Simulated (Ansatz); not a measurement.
F3Si (`F[Si](F)F`) radical from Hartree–Fock to CCSD(T)

Cartesian coordinates in Å:
```
F -1.410 0.220 0.405
Si 0.110 0.410 0.010
F 0.316 -0.195 -1.436
F 0.984 -0.435 1.021
```

The species carries charge 0 and has multiplicity 2. All single points use the PBE0-D4/def2-TZVP geometry. Frozen core, unrestricted reference, the Gaussian-basis code of Ansatz. CBS rows extrapolate triple and quadruple zeta; past MP2 they add the triple-zeta difference.

```json
{"basis": "def2-SVP", "HF (Eh)": "-587.04926", "MP2 corr.": "-0.62653"}
{"basis": "def2-TZVPP", "HF (Eh)": "-587.56440", "MP2 corr.": "-0.83709"}
{"basis": "def2-QZVPP", "HF (Eh)": "-587.58925", "MP2 corr.": "-0.91877"}
```

(1) Estimate the CCSD correlation energy and the (T) correction in each basis where they were run (hartree).

## Answers

(1) 
| basis | CCSD corr. | (T) |
| --- | --- | --- |
| def2-SVP | -0.63348 | -0.00938 |
| def2-TZVPP | -0.83888 | -0.02399 |
| CBS(def2) | -0.98106 | as TZ |
